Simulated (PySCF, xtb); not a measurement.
HO3S, SMILES [O-][S+](O)[O-], charge -1.

GFN2-xTB (xtb) at its own geometry gives an orbital gap of 5.41 eV.

Geometry: PBE0-D3(BJ)/def2-SVPD. One conformer was computed; it need not be the lowest.

Q: What does PBE/def2-TZVPD run with PySCF give? (The exact figures need the calculation; the answer reports its results.)

A: gap 3.91 eV (levels -0.32 and 3.58 eV).
